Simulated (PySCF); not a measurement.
Gas-phase reaction: 2 In(CH3)3.NH3 + 4 CH → 2 In(CH3)3 + 2 NH + C4H8 (isobutene)

Energies from PySCF, thermal terms from the rigid-rotor harmonic-oscillator model, ideal gas at 1 bar. † marks an energy on the PBE0/def2-TZVP geometry and frequencies; other levels use their own. Open shells (unrestricted): CH (multiplicity 2, electronic degeneracy 4), NH (multiplicity 3); the rest are closed-shell singlets. Spin-orbit splitting is ignored; it lowers the true energy and changes the entropy of CH. In: scalar-relativistic def2 core potential, no spin-orbit coupling. Adducts (In(CH3)3.NH3) have no counterpoise correction, and HF, PBE, BLYP, B3LYP and PBE0 lack dispersion. Methyl groups turn as free rotors in In(CH3)3. In(CH3)3.NH3: computed as isolated molecules; such fragments, hydroxides, amides, oligomers or adducts are transient or little studied in the gas. The harmonic model lacks anharmonicity and excited electronic states, which grow with temperature; levels with a mode under 35 cm⁻¹ are left out. Internal rotation in C4H8 (isobutene) is treated as a harmonic vibration of one conformer, which makes the entropy rough. Soft modes under 120 cm⁻¹ make the harmonic entropy rough for In(CH3)3.NH3, In(CH3)3. Warning, spin contamination: CH (BLYP/def2-TZVP†, PBE0/def2-SVP†, PBE0/def2-TZVP, r2SCAN/def2-TZVP†, LDA/def2-TZVP†, ωB97M-V/def2-TZVP†, ωB97X-V/def2-TZVP†).

```json
[
 {"level": "BLYP/def2-TZVP†", "ΔE electronic, kJ": "-1507", "ΔH°(298 K), kJ": "-1476", "ΔS°(298 K), J/K": "-253", "ΔG°(2500 K), kJ": "-684"},
 {"level": "PBE0/def2-SVP†", "ΔE electronic, kJ": "-1635", "ΔH°(298 K), kJ": "-1604", "ΔS°(298 K), J/K": "-253", "ΔG°(2500 K), kJ": "-811"},
 {"level": "PBE0/def2-TZVP", "ΔE electronic, kJ": "-1606", "ΔH°(298 K), kJ": "-1574", "ΔS°(298 K), J/K": "-253", "ΔG°(2500 K), kJ": "-782"},
 {"level": "r2SCAN/def2-TZVP†", "ΔE electronic, kJ": "-1579", "ΔH°(298 K), kJ": "-1548", "ΔS°(298 K), J/K": "-253", "ΔG°(2500 K), kJ": "-756"},
 {"level": "LDA/def2-TZVP†", "ΔE electronic, kJ": "-1753", "ΔH°(298 K), kJ": "-1722", "ΔS°(298 K), J/K": "-253", "ΔG°(2500 K), kJ": "-930"},
 {"level": "ωB97M-V/def2-TZVP†", "ΔE electronic, kJ": "-1517", "ΔH°(298 K), kJ": "-1486", "ΔS°(298 K), J/K": "-253", "ΔG°(2500 K), kJ": "-694"},
 {"level": "ωB97X-V/def2-TZVP†", "ΔE electronic, kJ": "-1523", "ΔH°(298 K), kJ": "-1492", "ΔS°(298 K), J/K": "-253", "ΔG°(2500 K), kJ": "-699"}
]
```
ΔH° is lowest at LDA/def2-TZVP† and highest at BLYP/def2-TZVP†. No reference value is set beside these.
